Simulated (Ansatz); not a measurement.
Species: B2H4, net charge 0, singlet state. 
Geometry from a B3LYP-D3(BJ)/def2-TZVP (Ansatz, a quantum-chemistry and plane-wave program) optimisation:
```
B
H 1 1.1966
H 1 1.1966 2 115.74
B 1 1.6266 2 122.13 3 -180.00
H 4 1.1966 1 122.13 2 90.00
H 4 1.1966 5 115.74 1 180.00
```
Charge 0, spin multiplicity 1.

Quantity: vertical triplet-singlet gap (E(triplet) - E(singlet); each state is the SCF solution reached for its spin; the molecule has degenerate orbitals, so one determinant may break the symmetry), in kcal/mol. Valence correlation only, unless marked. Open shells are spin-unrestricted. No spin-orbit coupling. No relativistic terms. CBS(X,Y): correlation extrapolated as X^-3; Hartree-Fock from the larger set. [CCSD(T)-MP2]/basis is that difference in the basis named.

RI-MP2/CBS(aug-cc-pVTZ,aug-cc-pVQZ)+[CCSD(T)-MP2]/aug-cc-pVTZ (Ansatz) gives 105.7 kcal/mol.

### Question
Another calculation gave 97.6 kcal/mol. Which level was it?
(A) PBE0/def2-TZVPD (Ansatz)
(B) PBE/def2-TZVPD (Ansatz)
(C) B3LYP/def2-TZVPD (Ansatz)
(D) BHLYP/def2-TZVPD (Ansatz)

### Answer
A, PBE0/def2-TZVPD (Ansatz). The others give 92.4 (PBE), 106.4 (BHLYP), 100.7 (B3LYP) kcal/mol.
